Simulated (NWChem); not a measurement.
H2F2Ge

```xyz
5

Ge     0.0000     0.0000    -0.3372
F     -1.3897     0.0000     0.7235
F      1.3897     0.0000     0.7235
H      0.0000     1.3321    -1.1175
H      0.0000    -1.3321    -1.1175
```
Charge 0, spin multiplicity 1.

The numbers come from NWChem runs, not from measurements. The geometry was optimised at PBE/def2-SVP, a minimum by its harmonic frequencies.

Symmetry labels belong to the abelian group C2v used in the runs, with the axes of the coordinates shown.

The Hamiltonian is non-relativistic. The structure started from a generated list of species.

List the lowest 6 singlet excitations that CIS/def2-SVP gives, with oscillator strengths.


```csv
state,symmetry,energy (eV),wavelength (nm),f
1,a2,10.03,124,0.000
2,b2,10.66,116,0.012
3,b1,11.75,105,0.017
4,b2,11.78,105,1.163
5,a1,12.16,102,0.118
6,a2,12.46,100,0.000
```
